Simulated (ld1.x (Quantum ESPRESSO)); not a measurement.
## An all-electron radial function and its pseudo partner (iodine (I))

Columns: radius, all-electron u(r) and pseudo u(r) of the 5p shell (level -7.10 eV) of iodine in the configuration [Kr] 4d10 5s2 5p5; PBEsol, scalar-relativistic, RRKJ scheme, ld1.x (Quantum ESPRESSO) 7.5.

```tsv
r (bohr)	all-electron	pseudo
0.090	0.0968	-0.0026
0.180	-0.1748	-0.0102
0.270	-0.1849	-0.0229
0.360	-0.0041	-0.0404
0.450	0.1886	-0.0624
0.540	0.3069	-0.0886
0.630	0.3355	-0.1189
0.720	0.2915	-0.1530
0.810	0.2000	-0.1908
0.900	0.0833	-0.2323
0.990	-0.0418	-0.2776
1.080	-0.1641	-0.3265
1.170	-0.2770	-0.3789
1.260	-0.3770	-0.4339
1.350	-0.4625	-0.4897
1.440	-0.5336	-0.5440
1.530	-0.5909	-0.5937
1.620	-0.6355	-0.6359
1.710	-0.6687	-0.6687
1.800	-0.6917	-0.6917
1.890	-0.7059	-0.7059
1.980	-0.7125	-0.7125
2.070	-0.7128	-0.7128
2.160	-0.7076	-0.7076
2.250	-0.6980	-0.6980
2.340	-0.6849	-0.6849
```

(1) How many radial nodes do the two functions have?

(2) At about which radius was the pseudo-wave matched?

(3) Where does each function peak?

(4) Is the pseudo-wave norm-conserving?

## Answers

(1) The all-electron 5p function has n − l − 1 = 3; the pseudo-wave has 0, since the states of the same l below it are removed with the core.

(2) 1.80 bohr. The columns agree to 0.0005 from 1.62 bohr on; several derivatives are matched, so the curves merge somewhat inside the radius.

(3) Outermost all-electron maximum near 2.07 bohr, pseudo maximum near 2.07 bohr (to the table’s step).

(4) Yes: the RRKJ scheme keeps the norm inside the radius equal to the all-electron one, which fixes the energy derivative of the logarithmic derivative at the level.
